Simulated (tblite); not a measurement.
C7H9OPSi.
Cartesian coordinates in Å at the GFN2-xTB level; atoms count from 1:
```
atom  x, y, z in Å
C1     3.5824   -0.5323   -0.2569
C2     2.4239   -1.1290   -0.5355
C3     1.1164   -0.5238   -0.4273
Si4    0.9817    1.3573   -0.2439
P5    -0.1611   -1.6380   -0.5881
C6    -1.6404   -0.6714   -0.2043
C7    -1.9051    0.1159    0.9565
C8    -3.1919    0.5298    0.8419
O9    -3.7492    0.0571   -0.2870
C10   -2.8155   -0.6787   -0.9057
H11    4.5187   -1.0586   -0.3357
H12    3.6327    0.4908    0.0751
H13    2.4377   -2.1739   -0.8321
H14    1.9814    1.9713   -1.1215
H15   -0.3367    1.8266   -0.6704
H16    1.2239    1.7402    1.1518
H17   -1.2204    0.3273    1.7521
H18   -3.8060    1.1410    1.4734
H19   -3.0823   -1.1426   -1.8348
```

Calculated harmonic vibrations of the isolated species, GFN2-xTB (tblite), most abundant isotopes, no scaling. Against measured fundamentals such values can be off by several per cent, at times by over 20. Modes of hydrogen on silicon can be 10 to 20 % off. One conformer, not necessarily the lowest.

Harmonic wavenumbers (cm⁻¹): 44.2, 52.7, 91.2, 124.1, 150.2, 208.5, 228.0, 250.2, 274.3, 300.7, 436.0, 487.6, 539.2, 544.1, 569.7, 596.6, 617.2, 651.7, 756.0, 773.9, 777.4, 780.9, 832.3, 837.9, 851.4, 869.2, 927.3, 969.8, 993.3, 1034.9, 1068.4, 1118.9, 1152.9, 1191.9, 1196.1, 1209.1, 1309.5, 1335.5, 1404.2, 1455.0, 1541.9, 1632.8, 2219.4, 2240.9, 2262.9, 3003.3, 3101.4, 3127.2, 3164.8, 3167.8, 3184.8.

A = 2215, B = 575.6, C = 490.8 MHz; mass 168.016 u (most abundant isotopes); point group C1, symmetry number 1.

**Question.** What is the zero-point energy?

**Answer.** ½Σν̃ = 28830 cm⁻¹ = 82.43 kcal/mol.

**Question.** Give the ideal-gas entropy at 298.15 K and 1 bar in the rigid-rotor, harmonic-oscillator model (classical rotation).

**Answer.** Translation 41.29, rotation 30.62, vibration 34.60: S = 106.5 cal/(mol K).

**Question.** And Cp and H(298.15 K) − H(0)?

**Answer.** Cp = 44.23 cal/(mol K), of which vibrations give 36.28 (their classical limit is 51 R = 101.3); H(298.15 K) − H(0) = 7.79 kcal/mol without the zero-point energy, 5.42 from vibrations.

**Question.** How do the functions run with temperature in this model?

**Answer.** 
| T (K) | S (cal/(mol K)) | Cp (cal/(mol K)) | H − H(0) (kcal/mol) | G − H(0) (kcal/mol) | ln q(vib) |
| --- | --- | --- | --- | --- | --- |
| 150 | 83.0 | 26.3 | 2.57 | -9.88 | 3.70 |
| 250 | 99.2 | 38.4 | 5.80 | -19.01 | 6.78 |
| 400 | 121.1 | 55.2 | 12.87 | -35.56 | 11.38 |
| 600 | 146.6 | 70.5 | 25.56 | -62.40 | 17.35 |
| 900 | 178.0 | 84.0 | 48.94 | -111.28 | 25.61 |

q(vib) and H(0) count from the zero-point level.

**Question.** Blend soft modes into free rotors: weight 1/[1 + (100 cm⁻¹/ν̃)⁴] for the oscillator and the rest for a rotor with moment μB/(μ + B), μ = h/(8π²ν), B = 10⁻⁴⁴ kg m². What vibrational entropy results?

**Answer.** 31.60 cal/(mol K) in place of 34.60, which changes −T·S at 298.15 K by +0.90 kcal/mol.

**Question.** What must be added to the electronic energy to get the Gibbs energy at 298.15 K and 1 bar?

**Answer.** ZPE + [H(298.15 K) − H(0)] − T·S = 82.43 + 7.79 − 31.76 = 58.46 kcal/mol.

**Question.** Which modes carry the vibrational entropy at 298.15 K?

**Answer.** 44.2 cm⁻¹: 5.06; 52.7 cm⁻¹: 4.71; 91.2 cm⁻¹: 3.63; 124.1 cm⁻¹: 3.04; 150.2 cm⁻¹: 2.67; 208.5 cm⁻¹: 2.06 cal/(mol K); the other 45 give 13.43 together.

Hindered rotation and anharmonicity are outside this model. Other conformers, if any are populated, would add a mixing term that is left out. The structure is chiral; the term R ln 2 for an equal mix with its mirror image is left out.
